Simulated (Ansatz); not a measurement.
The cluster Cu6P⁻, relaxed as a singlet with RKS PBE0-D4/def2-SVPD in Ansatz, starting from the GFN2-xTB geometry. Force threshold 0.02 eV/Å.

The structure comes from a short search, and lower isomers may exist.

Start:

Cartesian coordinates in Å:
```
P 1.400 -0.200 1.020
Cu -0.688 -0.940 1.635
Cu 0.150 -0.071 -3.105
Cu 1.279 -0.610 -1.207
Cu -2.911 -1.466 1.895
Cu 0.034 1.416 -1.179
Cu 0.735 1.871 0.941
```

| step | energy (eV) | largest force component (eV/Å) | SCF passes |
| --- | --- | --- | --- |
| 1 | -277054.0886 | 0.859 | 30 |
| 2 | -277054.3523 | 0.635 | 40 |
| 3 | -277054.6064 | 0.480 | 37 |
| 4 | -277054.7987 | 0.290 | 37 |
| 5 | -277054.9042 | 0.287 | 38 |
| 6 | -277054.9869 | 0.236 | 37 |
| 7 | -277055.0621 | 0.238 | 36 |
| 8 | -277055.1409 | 0.164 | 36 |
| 9 | -277055.2311 | 0.237 | 37 |
| 10 | -277055.3480 | 0.340 | 36 |
| 11 | -277055.4969 | 0.376 | 36 |
| 12 | -277055.6551 | 0.289 | 36 |
| 13 | -277055.8104 | 0.387 | 35 |
| 14 | -277055.9039 | 0.366 | 37 |
| 15 | -277055.9826 | 0.185 | 35 |
| 16 | -277055.9831 | 0.218 | 36 |
| 17 | -277056.0052 | 0.047 | 30 |
| 18 | -277056.0062 | 0.007 | 32 |

Force components are those of the run's own axes.

End:

```csv
atom,x (Å),y (Å),z (Å)
P1,2.004,-0.172,1.234
Cu2,-0.165,-0.706,1.385
Cu3,-0.142,0.079,-2.825
Cu4,1.269,-0.247,-0.880
Cu5,-2.558,-0.683,0.994
Cu6,-1.095,0.174,-0.659
Cu7,0.687,1.555,0.751
```

Bonds formed: Cu2–Cu6, Cu5–Cu6 (atoms count from 1). Metal–metal contacts that move far: Cu4–Cu7 3.33 to 2.50 Å, Cu2–Cu4 3.47 to 2.72 Å, Cu2–Cu7 3.23 to 2.50 Å. The end is the same structure that another start reached.

No frequencies were taken in this run, so the end may be a saddle point.

It took 6.3 min on 4 threads of Intel Xeon Platinum 8259CL on a shared host, peak host memory 1.2 GiB.
